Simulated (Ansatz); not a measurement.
BF2GeH3, SMILES `F[BH][GeH2][F]`, relaxed with RKS PBE-D4/def2-SVP in the Gaussian-basis code of Ansatz from a rough embedded geometry. The force threshold is 0.03 eV/Å; the program also tests the step.

Total charge 0; spin multiplicity 1.

Start:

```xyz
7

F     0.811   -2.092    0.416
B     0.187   -1.115   -0.399
Ge   -0.119    0.776    0.252
F    -1.159    0.816    1.580
H    -0.170   -1.443   -1.485
H     1.251    1.451    0.573
H    -0.801    1.607   -0.936
```

Question: How much energy does the relaxation release, and in how many steps? (Estimate.)

Answer: Ansatz gave: 39.88 kJ/mol, in 13 steps, 1 of them rejected.

Question: Which bonds change most? (Best estimate.)

Answer: Computed: F1–B2 from 1.418 to 1.324 Å; Ge3–F4 from 1.687 to 1.770 Å; B2–Ge3 from 2.023 to 2.088 Å; Ge3–H7 from 1.602 to 1.557 Å.

Question: Give the relaxed structure. (An estimate is asked.)

Answer: Computed: 
```xyz
7

F    -0.078   -2.179    0.399
B     0.204   -1.176   -0.419
Ge   -0.099    0.801    0.184
F    -0.761    0.821    1.825
H     0.644   -1.453   -1.526
H     1.218    1.629    0.242
H    -1.129    1.557   -0.706
```
